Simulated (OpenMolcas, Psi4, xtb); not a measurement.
## How methods differ on GeH2 (SMILES [GeH2])

The species is GeH2 (3 atoms), meant as a singlet with charge 0. As SMILES, `[GeH2]`. The coordinates come from a PBE0-D4/def2-TZVP relaxation.

```xyz
3

Ge   -0.5701    0.4051   -0.2637
H     0.7830    0.7436    0.5090
H    -0.2129   -1.1487   -0.2453
```

Quantity: the HOMO–LUMO gap, in eV. The values are calculated.

```json
{"level": "GFN2-xTB", "kind": "semi-empirical", "program": "xtb", "value (eV)": "2.83", "CPU time": "under 2 s"}
{"level": "HF/def2-TZVPPD", "kind": "Hartree–Fock", "program": "Psi4", "value (eV)": "9.37", "CPU time": "3.7 s"}
{"level": "SVWN5/def2-TZVPPD", "kind": "LDA", "program": "Psi4", "value (eV)": "1.78", "CPU time": "6.8 s"}
{"level": "PBE/def2-TZVPPD", "kind": "GGA", "program": "OpenMolcas", "value (eV)": "1.94", "CPU time": "12 s"}
{"level": "M06-L/def2-TZVPPD", "kind": "meta-GGA", "program": "Psi4", "value (eV)": "2.41", "CPU time": "23 s"}
{"level": "BHLYP/def2-TZVPPD", "kind": "global hybrid", "program": "Psi4", "value (eV)": "5.70", "CPU time": "15 s"}
{"level": "wB97M-V/def2-TZVPPD", "kind": "range-separated hybrid", "program": "Psi4", "value (eV)": "8.02", "CPU time": "43 s"}
{"level": "B2PLYP/def2-TZVPPD (density fitting for correlation)", "kind": "double hybrid", "program": "Psi4", "value (eV)": "5.92", "CPU time": "11 s"}
```

All-electron rows without a relativistic Hamiltonian named are non-relativistic. The values span 1.78 to 9.37 eV. Orbital gaps aren't excitation energies, and those of double hybrids come from the SCF part alone; they tend to grow with the share of exact exchange. CPU times are rough (shared hosts, several kinds of processor and program).
